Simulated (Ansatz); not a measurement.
Born–Oppenheimer molecular dynamics of C$_{3}$H$_{6}$O$_{2}$Si (12 atoms, charge 0, multiplicity 1). It goes on from the last frame of an earlier run, with new velocities.

These are results of Ansatz, RKS PBE0-D4/STO-3G, not measurements.

```json
{
 "ensemble": "NVE (velocity Verlet)",
 "time step": "0.5 fs",
 "steps asked": "250",
 "starting velocities drawn for": "1000 K",
 "seed": "268881"
}
```

Frames 1 fs apart, positions in Å.

Velocities at 70.0 fs (Å/ps):

```
C -1.65 -1.29 2.19
C -4.42 13.33 -2.42
C -0.11 -9.45 9.33
O -0.07 0.80 -4.43
Si 2.58 -2.41 1.18
O -2.10 7.18 -4.12
H -6.79 -19.12 -15.75
H 44.23 -46.38 -35.28
H -8.90 -8.85 -1.84
H 19.71 -39.69 3.62
H -16.25 15.03 22.82
H 4.18 8.60 20.85
```

```xyz
12
Properties=species:S:1:pos:R:3 time_fs=70.0 energy_less_start_eV=0.455 T=654
C 0.048 -2.309 -1.020
C -0.162 -1.077 -0.552
C -0.196 0.183 -0.187
O -1.134 1.102 -0.781
Si 0.664 0.940 1.347
O 0.363 2.578 0.978
H -0.584 -3.174 -0.544
H 0.751 -2.519 -1.740
H -1.362 0.796 -1.700
H 0.132 0.384 2.604
H 2.109 0.839 1.349
H -0.431 2.446 0.208
12
Properties=species:S:1:pos:R:3 time_fs=71.0 energy_less_start_eV=0.262 T=801
C 0.045 -2.310 -1.016
C -0.166 -1.065 -0.555
C -0.196 0.173 -0.178
O -1.133 1.103 -0.785
Si 0.666 0.937 1.348
O 0.360 2.586 0.973
H -0.584 -3.185 -0.567
H 0.803 -2.569 -1.783
H -1.370 0.783 -1.706
H 0.152 0.345 2.605
H 2.093 0.852 1.372
H -0.417 2.457 0.239
12
Properties=species:S:1:pos:R:3 time_fs=72.0 energy_less_start_eV=0.356 T=729
C 0.041 -2.311 -1.011
C -0.169 -1.055 -0.559
C -0.197 0.164 -0.168
O -1.133 1.105 -0.788
Si 0.669 0.935 1.349
O 0.356 2.593 0.968
H -0.570 -3.181 -0.600
H 0.853 -2.617 -1.824
H -1.376 0.763 -1.717
H 0.173 0.310 2.599
H 2.082 0.859 1.394
H -0.388 2.470 0.284
12
Properties=species:S:1:pos:R:3 time_fs=73.0 energy_less_start_eV=0.670 T=490
C 0.037 -2.311 -1.006
C -0.171 -1.050 -0.565
C -0.200 0.157 -0.159
O -1.131 1.107 -0.790
Si 0.670 0.933 1.349
O 0.352 2.600 0.963
H -0.549 -3.166 -0.639
H 0.884 -2.657 -1.846
H -1.379 0.738 -1.726
H 0.194 0.281 2.588
H 2.079 0.862 1.415
H -0.362 2.485 0.327
12
Properties=species:S:1:pos:R:3 time_fs=74.0 energy_less_start_eV=0.859 T=348
C 0.034 -2.311 -1.002
C -0.172 -1.050 -0.572
C -0.203 0.152 -0.149
O -1.130 1.109 -0.791
Si 0.672 0.931 1.350
O 0.349 2.606 0.960
H -0.530 -3.150 -0.678
H 0.889 -2.681 -1.841
H -1.376 0.710 -1.725
H 0.213 0.257 2.572
H 2.085 0.861 1.435
H -0.360 2.497 0.348
12
Properties=species:S:1:pos:R:3 time_fs=75.0 energy_less_start_eV=0.645 T=509
C 0.034 -2.309 -1.000
C -0.171 -1.054 -0.581
C -0.207 0.150 -0.140
O -1.128 1.112 -0.793
Si 0.673 0.930 1.350
O 0.349 2.613 0.959
H -0.520 -3.145 -0.710
H 0.868 -2.689 -1.810
H -1.368 0.682 -1.713
H 0.230 0.238 2.552
H 2.099 0.856 1.451
H -0.393 2.505 0.340
12
Properties=species:S:1:pos:R:3 time_fs=76.0 energy_less_start_eV=0.332 T=746
C 0.036 -2.305 -1.000
C -0.170 -1.062 -0.591
C -0.212 0.149 -0.130
O -1.125 1.113 -0.794
Si 0.674 0.929 1.350
O 0.349 2.618 0.960
H -0.527 -3.155 -0.732
H 0.826 -2.679 -1.757
H -1.356 0.656 -1.689
H 0.242 0.224 2.532
H 2.117 0.848 1.464
H -0.446 2.511 0.315
12
Properties=species:S:1:pos:R:3 time_fs=77.0 energy_less_start_eV=0.351 T=730
C 0.040 -2.300 -1.002
C -0.168 -1.072 -0.601
C -0.218 0.150 -0.122
O -1.122 1.115 -0.795
Si 0.674 0.929 1.349
O 0.350 2.623 0.961
H -0.548 -3.177 -0.745
H 0.774 -2.655 -1.693
H -1.342 0.631 -1.660
H 0.249 0.213 2.515
H 2.135 0.838 1.472
H -0.497 2.517 0.291
12
Properties=species:S:1:pos:R:3 time_fs=78.0 energy_less_start_eV=0.745 T=432
C 0.044 -2.296 -1.003
C -0.165 -1.083 -0.611
C -0.226 0.151 -0.114
O -1.117 1.116 -0.795
Si 0.675 0.929 1.348
O 0.349 2.628 0.961
H -0.577 -3.199 -0.749
H 0.736 -2.627 -1.639
H -1.329 0.606 -1.631
H 0.251 0.205 2.503
H 2.149 0.827 1.474
H -0.530 2.523 0.281
12
Properties=species:S:1:pos:R:3 time_fs=79.0 energy_less_start_eV=0.933 T=292
C 0.044 -2.292 -1.003
C -0.162 -1.092 -0.620
C -0.233 0.152 -0.108
O -1.112 1.117 -0.793
Si 0.676 0.930 1.347
O 0.347 2.631 0.961
H -0.605 -3.210 -0.750
H 0.736 -2.608 -1.620
H -1.320 0.578 -1.610
H 0.245 0.199 2.497
H 2.155 0.814 1.472
H -0.537 2.529 0.291
12
Properties=species:S:1:pos:R:3 time_fs=80.0 energy_less_start_eV=0.619 T=526
C 0.040 -2.291 -1.000
C -0.159 -1.098 -0.627
C -0.242 0.151 -0.104
O -1.107 1.118 -0.791
Si 0.678 0.931 1.345
O 0.344 2.634 0.961
H -0.628 -3.204 -0.749
H 0.783 -2.602 -1.640
H -1.315 0.549 -1.597
H 0.234 0.196 2.498
H 2.153 0.802 1.463
H -0.518 2.535 0.320
12
Properties=species:S:1:pos:R:3 time_fs=81.0 energy_less_start_eV=0.398 T=694
C 0.033 -2.293 -0.996
C -0.156 -1.099 -0.632
C -0.250 0.149 -0.101
O -1.100 1.118 -0.788
Si 0.679 0.933 1.343
O 0.340 2.636 0.960
H -0.642 -3.181 -0.748
H 0.855 -2.603 -1.682
H -1.317 0.522 -1.591
H 0.217 0.197 2.505
H 2.142 0.790 1.449
H -0.481 2.541 0.362
```

Of the whole run (125 fs, mean temperature of the second half 586 K): The conserved energy stayed within 1.5 meV per atom of its start (net change 0.65 meV per atom), so the integration is sound. A run of 0.12 ps of so small a system gives no equilibrium averages. Limits of this set-up: minimal basis.

The run took 14 min on 1 CPU thread of a shared host.
